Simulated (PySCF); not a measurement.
## Spinor energies of Xe²³⁺ (xenon, charge +23)

Start: [Ar] 3d10 4s2 4p1; 4p1/2 filled at m_j = +1/2. Calculated with PySCF 2.14 in an uncontracted even-tempered set (17 s from 1.7 bohr⁻², ratio 2.8; 13 p from 2.2 bohr⁻², ratio 2.8; 8 d from 3.8 bohr⁻², ratio 2.8; 4 f from 10 bohr⁻², ratio 3): generalised Hartree-Fock with the X2C-1e Hamiltonian and a Gaussian nucleus; one run each with spin-orbit coupling (SO) switched off, then screened by Boettger's factors.

```tsv
spinor shell	electrons	ε, spin-free (eV)	ε, screened SO (eV)	weight of nominal j (screened SO)	rms radius, screened SO (bohr)
1s1/2	2	-35444.7	-35440.2	1.000	0.0305
2s1/2	2	-6208.2	-6206.4	1.000	0.124
2p1/2	2	-5637.4	-5864.3	1.000	0.107
2p3/2	4	-5637.4	-5534.7	1.000	0.112
3s1/2	2	-1832.8	-1831.8	1.000	0.322
3p1/2	2	-1642.4	-1688.4	1.000	0.314
3p3/2	4	-1642.4	-1620.7	1.000	0.326
3d3/2	4	-1367.7	-1375.5	1.000	0.296
3d5/2	6	-1367.7	-1361.2	1.000	0.299
4s1/2	2	-781.72	-781.34	0.999	0.700
4p1/2	1	-722.06	-734.33	1.000	0.709
```

```csv
quantity,spin-free,screened SO
E (hartree),-7200.95782,-7203.76741
M_J,1/2,1/2
⟨J²⟩,1.092,0.753
⟨L²⟩,2.009,2.022
⟨S²⟩,0.753,0.767
```

Each row is a mean over spinors that exchange with the open shell spreads, by up to 3.998 eV (3p1/2).

Breit and QED terms are absent; they matter most for the inner s and p1/2 levels.

Densities and radii are taken from the X2C orbitals without a picture-change correction, which distorts them close to the nucleus.

Without spin-orbit coupling the j labels of p, d and f shells carry no meaning; the spin-free column gives the mean over the occupied spinors of each nl shell, and its ⟨J²⟩ belongs to a mixture of degenerate components.
